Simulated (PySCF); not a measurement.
Se(F)(SMe) (CH3FSSe), SMILES F[Se]SC.

Coordinates come from a PBE-D3(BJ)/def2-SVP optimisation. One conformer was computed; it need not be the lowest.

These are TDDFT-LC-ωPBE/def2-SVPD run with PySCF values and carry that method's errors.

Vertical excitations. Gas-phase values at a fixed geometry.

**Question.** Estimate the UV-visible absorptions. (Estimate from the structure and the level; the computed values follow.)

**Answer.** 
| state | energy (eV) | λ (nm) | f | main pairs |
|---|---|---|---|---|
| S1 | 3.39 | 366 | 0.000 | HOMO→LUMO 93 % |
| S2 | 4.62 | 269 | 0.002 | HOMO→LUMO+1 83 % |
| S3 | 5.35 | 232 | 0.012 | HOMO−1→LUMO 50 %, HOMO−1→LUMO+1 37 % |
| S4 | 5.77 | 215 | 0.023 | HOMO−1→LUMO+1 44 %, HOMO−1→LUMO 33 %, HOMO−2→LUMO 8 % |
| S5 | 6.24 | 199 | 0.019 | HOMO−2→LUMO 81 % |
| S6 | 7.04 | 176 | 0.004 | HOMO→LUMO+3 33 %, HOMO−1→LUMO+3 18 %, HOMO→LUMO+5 9 %, HOMO−1→LUMO+5 7 % |
| S7 | 7.21 | 172 | 0.024 | HOMO→LUMO+3 24 %, HOMO−1→LUMO+3 23 %, HOMO→LUMO+2 16 %, HOMO−1→LUMO+5 7 % |
| S8 | 7.45 | 166 | 0.053 | HOMO→LUMO+2 46 %, HOMO−2→LUMO+1 14 %, HOMO→LUMO+4 11 % |
| S9 | 7.94 | 156 | 0.140 | HOMO−3→LUMO 42 %, HOMO−2→LUMO+1 11 %, HOMO−5→LUMO 8 %, HOMO−1→LUMO+2 7 % |
| S10 | 8.07 | 154 | 0.138 | HOMO−1→LUMO+2 27 %, HOMO−3→LUMO 19 %, HOMO−2→LUMO+1 10 %, HOMO→LUMO+3 8 % |
| T1 | 2.49 | 497 | 0 | HOMO→LUMO 91 % |
| T2 | 3.86 | 321 | 0 | HOMO→LUMO+1 82 % |
| T3 | 4.48 | 277 | 0 | HOMO−1→LUMO 66 %, HOMO−1→LUMO+1 22 % |
| T4 | 4.96 | 250 | 0 | HOMO−1→LUMO+1 51 %, HOMO−1→LUMO 23 %, HOMO−2→LUMO 11 % |
Triplets are in the Tamm–Dancoff approximation, which puts them higher than full response would, so one can lie above its singlet here.
